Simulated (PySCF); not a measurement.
BiH3O, SMILES [OH][BiH2].

Coordinates come from a PBE0-D3(BJ)/def2-TZVP optimisation. The def2 effective core potentials stand for the cores of Bi; spin–orbit coupling is left out.

These are TDDFT-ωB97X/def2-TZVPD run with PySCF 2.14.0 values and carry that method's errors.

Vertical excitations.  State labels are in the subgroup Cs.

| state | symmetry | energy (eV) | λ (nm) | f | main pairs |
|---|---|---|---|---|---|
| S1 | A' | 5.41 | 229 | 0.011 | HOMO→LUMO 96 % |
| S2 | A" | 5.53 | 224 | 0.004 | HOMO−1→LUMO 95 % |
| S3 | A' | 6.69 | 185 | 0.186 | HOMO→LUMO+1 84 % |
| S4 | A" | 6.76 | 183 | 0.040 | HOMO→LUMO+2 75 %, HOMO−1→LUMO+1 13 % |
| S5 | A' | 7.11 | 174 | 0.142 | HOMO−2→LUMO 68 %, HOMO−1→LUMO+2 18 % |
| S6 | A" | 7.16 | 173 | 0.029 | HOMO−1→LUMO+1 47 %, HOMO−3→LUMO 44 % |
| S7 | A" | 7.48 | 166 | 0.209 | HOMO−3→LUMO 44 %, HOMO−1→LUMO+1 31 %, HOMO→LUMO+2 14 % |
| S8 | A' | 7.52 | 165 | 0.197 | HOMO−1→LUMO+2 66 %, HOMO−2→LUMO 17 % |
| S9 | A" | 8.22 | 151 | 0.000 | HOMO−2→LUMO+2 91 % |
| S10 | A" | 8.52 | 146 | 0.163 | HOMO−1→LUMO+3 65 % |
| T1 | A' | 4.91 | 253 | 0 | HOMO→LUMO 94 % |
| T2 | A" | 5.18 | 239 | 0 | HOMO−1→LUMO 92 % |
| T3 | A" | 5.73 | 216 | 0 | HOMO→LUMO+2 89 % |
| T4 | A' | 6.05 | 205 | 0 | HOMO−2→LUMO 80 % |
Triplets are in the Tamm–Dancoff approximation, which puts them higher than full response would, so one can lie above its singlet here.
